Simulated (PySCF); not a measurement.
NMR parameters of SiEt4

SiEt4, C8H20Si, point group C1.

Geometry:
```tsv
atom	x (Å)	y (Å)	z (Å)
Si1	-0.006	0.005	0.001
C2	0.034	-0.019	1.894
C3	0.617	-1.290	2.505
H4	-0.997	0.141	2.257
H5	0.602	0.863	2.237
H6	0.613	-1.262	3.607
H7	0.051	-2.185	2.201
H8	1.661	-1.451	2.191
C9	1.768	-0.016	-0.658
C10	1.895	0.071	-2.176
H11	2.259	-0.933	-0.285
H12	2.312	0.820	-0.181
H13	2.946	0.064	-2.507
H14	1.393	-0.773	-2.676
H15	1.438	0.994	-2.569
C16	-0.890	1.574	-0.586
C17	-0.181	2.878	-0.229
H18	-1.910	1.566	-0.163
H19	-1.027	1.500	-1.680
H20	-0.735	3.762	-0.583
H21	-0.057	2.988	0.860
H22	0.826	2.926	-0.674
C23	-0.932	-1.516	-0.644
C24	-2.347	-1.689	-0.099
H25	-0.321	-2.407	-0.415
H26	-0.955	-1.452	-1.746
H27	-2.836	-2.595	-0.493
H28	-2.353	-1.771	1.000
H29	-2.990	-0.834	-0.360
```

GIAO calculations in PySCF 2.14 on the PBE0-D3(BJ)/def2-SVP structure: isolated species, non-relativistic, equivalent atoms averaged; basis pcSseg-1.

Task: Give the isotropic shieldings (ppm) with KT2, PBE0.

Result: 
```tsv
atoms	environment	KT2	PBE0
Si1	silicon bonded to 4 C	356.0	344.5
C3/C10/C17/C24	carbon bonded to C, 3 H	173.7	175.7
C2/C9/C16/C23	carbon bonded to C, Si, 2 H	177.6	180.5
H6/H7/H8/H13/H14/H15/H20/H21/H22/H27/H28/H29	hydrogen on a carbon bonded to C	30.22	30.35
H4/H5/H11/H12/H18/H19/H25/H26	hydrogen on a carbon bonded to C, Si	30.60	30.84
HOMO–LUMO gap (eV)	–	6.69	8.82
```

Task: And the chemical shifts, against references computed in the same way?

Result: 
```tsv
atoms	nucleus, reference	KT2	PBE0
Si1	$^{29}$Si, TMS	5.0	7.4
C3/C10/C17/C24	$^{13}$C, TMS	9.5	8.7
C2/C9/C16/C23	$^{13}$C, TMS	5.6	3.9
H6/H7/H8/H13/H14/H15/H20/H21/H22/H27/H28/H29	$^{1}$H, TMS	0.96	0.92
H4/H5/H11/H12/H18/H19/H25/H26	$^{1}$H, TMS	0.58	0.43
```

Task: Which part of the shielding of Si1 depends on the functional?

Result: Diamagnetic: KT2 889, PBE0 885 ppm; paramagnetic: KT2 -533, PBE0 -541 ppm.
